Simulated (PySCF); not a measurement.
# What a mistake does to a calculation on Al2ClFH cation

These are calculations, not measurements. The program is PySCF 2.14.0, an open-source quantum chemistry code, run on an isolated molecule that a program drew, which may never have been made. The molecule is Al2ClFH cation (charge +1, singlet), drawn as the SMILES string `[F][AlH][Al+][Cl]`.

Each row is a Hartree-Fock (HF) and frozen-core CCSD(T) single point in the cc-pV(D+d)Z basis, meant for a local HF minimum. Run 1 is clean. Each other run has one planted mistake out of seven kinds, and not every kind appears here: one electron removed, one electron added, multiplicity raised by two, geometry at a saddle point, minimal basis STO-3G, one bond length entered in bohr, all coordinates scaled. The reference is restricted for singlets and unrestricted otherwise, and also for a bond in bohr. Adding or removing an electron swaps singlet and doublet. Electrons count all cores. HOMO and LUMO are orbital energies over both spins, the gradient is its largest component, and the lowest frequency (negative if imaginary) is given only where the gradient is small. Bond lengths are over the 4 bonds as drawn. T1 is the CCSD diagnostic: over 0.02 (restricted) or 0.045 (unrestricted) a single reference is doubtful.

Geometry of the clean run:
```xyz
5
Al2ClFH cation, angstrom
F    -1.5115   -2.9789   -0.5518
Al   -1.0037   -3.2937    0.9663
Al   -1.9492   -1.1936    2.3283
Cl   -2.6856    0.4190    3.3235
H    -0.1942   -4.4323    1.6254
```

| run | electrons | basis functions | <S^2> | HOMO (eV) | LUMO (eV) | gradient (hartree/bohr) | lowest frequency (cm^-1) | mean bond (Å) | longest bond (Å) | T1 | HF (hartree) | CCSD(T) (hartree) | mistake |
|---|---|---|---|---|---|---|---|---|---|---|---|---|---|
| 1 | 52 | 88 | 0.000 | -16.42 | -5.16 | 2.7e-05 | 74 | 1.9712 | 2.676 | 0.0162 | -1043.25432 | -1043.71631 | no fault |
| 2 | 52 | 88 | 0.000 | -16.55 | -5.12 | 6.8e-02 | - | 1.8668 | 2.534 | 0.0146 | -1043.23871 | -1043.69728 | all coordinates scaled |
| 3 | 51 | 88 | 0.814 | -23.18 | -14.81 | 5.6e-02 | - | 1.9712 | 2.676 | 0.0283 | -1042.68060 | -1043.13056 | one electron removed |
| 4 | 52 | 88 | 0.000 | -12.35 | -6.76 | 2.5e-02 | - | 2.5664 | 5.056 | 0.0168 | -1043.18062 | -1043.64500 | ? |
| 5 | 52 | 88 | 2.005 | -12.86 | -8.04 | 1.4e-02 | - | 1.9712 | 2.676 | 0.0227 | -1043.12532 | -1043.57168 | ? |

**Which mistake was planted in run 4, and what did it cost?**

The mean bond changes by a factor of 1.302 and the longest by 1.889, so the molecule wasn't scaled as a whole. A length L in bohr read as angstrom grows by (1/0.5292 - 1) L = 0.890 L. The 4 bonds together grew by 4 x 0.5952 = 2.381 Å, which gives L = 2.676 Å. That is bond Al2-Al3, 2.676 Å in the clean geometry. So the mistake is: one bond length entered in bohr. Subtracting run 1 and multiplying by 627.51 kcal/mol a hartree, the energy moved by 46.2 kcal/mol in HF and 44.7 kcal/mol in CCSD(T).

**Which mistake was planted in run 5, and what did it cost?**

Electrons, basis and geometry are unchanged, and <S^2> is 2.005, beside S(S+1) = 2.00 for a multiplicity of 3. So the mistake is: multiplicity raised by two. Subtracting run 1 and multiplying by 627.51 kcal/mol a hartree, the energy moved by 80.9 kcal/mol in HF and 90.8 kcal/mol in CCSD(T).

